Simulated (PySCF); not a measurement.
Species: C4H6O2Se.
SMILES with atom numbers: `[O:1]=[CH:2][O:3][C@@H:4]1[CH2:5][CH2:6][Se:7]1` (hydrogens: H8 on C2; H9 on C4; H10, H11 on C5; H12, H13 on C6)

Structure used (PBE0-D3(BJ)/def2-SVP), in Å, numbered top down from 1:
```xyz
13
C4H6O2Se angstrom
O      2.7082   -0.7948    0.4509
C      2.5195   -0.0297   -0.4498
O      1.3253    0.2632   -0.9655
C      0.2195   -0.4030   -0.3997
C     -1.0962    0.2527   -0.7979
C     -1.8177    0.2130    0.5542
Se    -0.1268   -0.1180    1.5245
H      3.3037    0.5517   -0.9759
H      0.3017   -1.4804   -0.6070
H     -0.8756    1.2904   -1.0869
H     -1.6219   -0.2328   -1.6356
H     -2.4977   -0.6421    0.6687
H     -2.3385    1.1344    0.8458
```

Level: B3LYP/def2-SVPD in PySCF, non-relativistic, on one gas-phase PBE0-D3(BJ)/def2-SVP geometry that isn't relaxed in the solvent. The solvent is an IEF-PCM continuum (van der Waals radii × 1.2), and excitations are vertical TDDFT with non-equilibrium linear response and a frozen core. The model holds no explicit solvent molecules, cavitation or dispersion. Spin–orbit coupling is left out although an atom past zinc is present.

Gas-phase singlets (H = HOMO, L = LUMO):

```json
{"state": "S1", "E (eV)": "4.007", "λ (nm)": "309", "f": "0.000", "leading configurations": "H→L 93%"}
{"state": "S2", "E (eV)": "4.741", "λ (nm)": "261", "f": "0.001", "leading configurations": "H→L+1 94%"}
{"state": "S3", "E (eV)": "5.638", "λ (nm)": "220", "f": "0.006", "leading configurations": "H→L+2 94%"}
{"state": "S4", "E (eV)": "5.710", "λ (nm)": "217", "f": "0.004", "leading configurations": "H-2→L+1 36%, H-2→L 35%, H-1→L 12%"}
{"state": "S5", "E (eV)": "5.743", "λ (nm)": "216", "f": "0.043", "leading configurations": "H→L+3 88%"}
```

**Question.** Give the list for chloroform (ε = 4.711), n² = 2.09.

**Answer.** 
```json
{"state": "S1", "E (eV)": "4.059", "λ (nm)": "305", "f": "0.000", "leading configurations": "H→L 92%", "change by rank (eV)": "+0.052"}
{"state": "S2", "E (eV)": "4.790", "λ (nm)": "259", "f": "0.001", "leading configurations": "H→L+1 92%", "change by rank (eV)": "+0.049"}
{"state": "S3", "E (eV)": "5.685", "λ (nm)": "218", "f": "0.042", "leading configurations": "H→L+2 83%, H→L+3 15%", "change by rank (eV)": "+0.047"}
{"state": "S4", "E (eV)": "5.789", "λ (nm)": "214", "f": "0.007", "leading configurations": "H-2→L 39%, H-2→L+1 33%, H-1→L 14%", "change by rank (eV)": "+0.079"}
{"state": "S5", "E (eV)": "5.861", "λ (nm)": "212", "f": "0.043", "leading configurations": "H→L+3 82%, H→L+2 16%", "change by rank (eV)": "+0.118"}
```

**Question.** Give the list for acetonitrile (ε = 35.69), n² = 1.81.

**Answer.** 
```csv
state,E (eV),λ (nm),f,leading configurations,change by rank (eV)
S1,4.093,303,0.000,H→L 92%,+0.086
S2,4.819,257,0.001,H→L+1 92%,+0.078
S3,5.675,218,0.045,H→L+2 96%,+0.037
S4,5.823,213,0.008,"H-2→L 38%, H-2→L+1 31%, H-1→L 15%",+0.113
S5,5.965,208,0.043,H→L+3 95%,+0.222
```

**Question.** The ground-state energy changes by -0.270 eV from gas to acetonitrile. By how much does the total energy of gas-phase S1 change?

**Answer.** E(S1) = E(S0) + excitation energy, so it changes by -0.270 + 0.086 = -0.184 eV: it is lowered less than the ground state, which is what a blue shift means. This is the vertical state, with the slow part of the continuum still set for S0.

**Question.** How do the frontier levels move from gas to acetonitrile?

**Answer.** 
```csv
orbital,gas (eV),solvent (eV),change (eV),"Löwdin shares, gas","Löwdin shares, solvent"
LUMO+2,0.25,0.36,+0.11,"Se7 32 %, C5 11 %, C6 10 %, H11 9 %","Se7 64 %, C6 9 %, O1 7 %, C4 6 %"
LUMO+1,-0.56,-0.52,+0.04,"C2 30 %, O1 22 %, Se7 15 %, O3 13 %","C2 30 %, O1 21 %, Se7 18 %, O3 13 %"
LUMO,-0.99,-0.96,+0.03,"Se7 45 %, C4 12 %, O1 11 %, C2 9 %","Se7 44 %, C4 12 %, O1 12 %, C2 11 %"
HOMO,-6.21,-6.27,-0.06,"Se7 74 %, C6 9 %, C4 8 %","Se7 74 %, C6 9 %, C4 8 %"
HOMO-1,-8.04,-7.97,+0.07,"Se7 41 %, C4 11 %, C5 10 %, C6 9 %","Se7 43 %, C4 12 %, C5 12 %, C6 10 %"
HOMO-2,-8.31,-8.35,-0.04,"O1 53 %, O3 12 %, C2 10 %, Se7 7 %","O1 48 %, O3 13 %, C2 10 %, Se7 8 %"
HOMO-3,-8.97,-8.93,+0.04,"Se7 22 %, O3 18 %, O1 18 %, C6 15 %","O1 23 %, Se7 19 %, O3 16 %, C6 13 %"
```

The HOMO–LUMO gap goes from 5.22 to 5.32 eV. Rows go by rank; for LUMO+2 the atom shares or the degeneracy differ between the runs, so the row needn't follow one orbital.

Cost: about 50 s of CPU time on one thread; the machine was shared, so the figure is rough. This is the whole response run at B3LYP/def2-SVPD in acetonitrile, SCF included.
